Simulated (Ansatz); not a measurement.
Consider the formal hydrolysis of the Si–Si bond: `N[Si](F)([SiH3])Cl` + H₂O → `N[Si](O)(F)Cl` + SiH₄.

Gas-phase electronic energies from Ansatz, PBE0-D4/def2-TZVP geometries. CBS: MP2 limit from def2 TZ/QZ plus the TZ coupled-cluster correction, frozen cores. This one scheme is used for every species. Functionals use def2-TZVPP. B3LYP here is the variant with VWN-RPA as its local correlation; programs differ in this. One conformer a species, not always the lowest.

CCSD(T)/CBS gives -29.4 kcal/mol.

**Question.** Another level gave -31.3 kcal/mol. Which?
A. B3LYP-D4/def2-TZVPP
B. B2PLYP/def2-TZVPP
C. HF/def2-TZVPP
D. PBE0/def2-TZVPP

**Answer.** B. B2PLYP -31.3, PBE0 -27.1, B3LYP-D4 -29.2, HF/def2-TZVPP -36.3 kcal/mol.

**Question.** What do rigid-rotor, harmonic-oscillator terms from PBE0-D4/def2-TZVP frequencies (298.15 K, 1 bar) make of the CCSD(T)/CBS value? (Best estimate.)

**Answer.** Computed: ΔZPE = -0.3 kcal/mol, ΔH = -30.6 kcal/mol, ΔS = -26 J/(mol·K), ΔG = -28.8 kcal/mol.

Largest T1 diagnostic among the species: 0.011.

From BLYP to BHLYP (50 % exact exchange), in def2-TZVPP and without D4, ΔE moves by −4.4 kcal/mol. At CCSD(T), def2-SVP lies −0.8 kcal/mol from the extrapolated value and def2-TZVPP −1.3 kcal/mol.
